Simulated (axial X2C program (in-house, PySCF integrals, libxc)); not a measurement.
Low determinants of MoSe at the PBE0 level, 2c

Computed with an in-house all-electron X2C program for linear molecules (integrals from PySCF). Two-component (2c) means X2C with spin–orbit coupling and atomic mean-field two-electron Coulomb and Gaunt terms. Basis: Mo dyall-cv3z [11s12p9d5f3g], Se dyall-cv3z [8s9p6d4f1g] (cores contracted in-house); Gaussian nuclei, density fitting, unrestricted open shells. Masses: Mo 97.905 u, Se 79.917 u.

Search at 2.280 Å (vertical energies from the lowest determinant):

```tsv
ΔE (eV)	state	electrons beyond evenly filled partner blocks	electrons in ±ω = 1/2, 3/2, 5/2, 7/2
0.00	Ω = 1	ω = -3/2, ω = 5/2	50 21 5 0
0.17	Ω = 3	ω = 1/2, ω = 5/2	49 22 5 0
1.05	Ω = 2	2 × ω = 1/2, ω = -3/2, ω = 5/2	50 21 5 0
1.06	Ω = 2	ω = -1/2, ω = 5/2	49 22 5 0
1.16	Ω = 0	ω = -1/2, 2 × ω = 3/2, ω = -5/2	49 22 5 0
1.46	Ω = 0	2 × ω = 1/2, ω = 3/2, ω = -5/2	50 21 5 0
1.76	Ω = 1	ω = -1/2, ω = 3/2	49 21 6 0
```

Lowest determinant, Ω = 1 (⟨Sz⟩ = 2.00, ⟨Lz⟩ = -1.00 at PBE0): Re = 2.282 Å, ωe = 307.0 cm⁻¹.

The determinant in row 2 of the search, Ω = 3 (⟨Sz⟩ = 2.00, ⟨Lz⟩ = 1.00 at PBE0), was followed along the bond at PBE0; measured from the minimum of the lowest determinant it gives:

Te = 0.168 eV (1355 cm⁻¹), Re = 2.275 Å, ωe = 312.9 cm⁻¹.

Compare the bond of the determinant in row 2 with that of the lowest one.

At PBE0 its Re is 0.007 Å shorter and its force constant, which goes as ωe², is 1.04 times that of the lowest determinant. T0 ≈ Te + Δωe/2 = 1355 + (3) = 1358 cm⁻¹.

The search compares states at one distance, so a state with another bond length can lie lower; it is not exhaustive and yields mostly the lowest determinant of each block pattern, so other components and higher states of one pattern are missing. These are energies of single determinants, not of spin-adapted states; PBE0 term energies can be off by some tenths of an eV, and the functional has no current term. Open-shell Ω = 0 determinants with evenly filled partner blocks cannot be reached by this program, so the Ω shown need not be the lowest component.
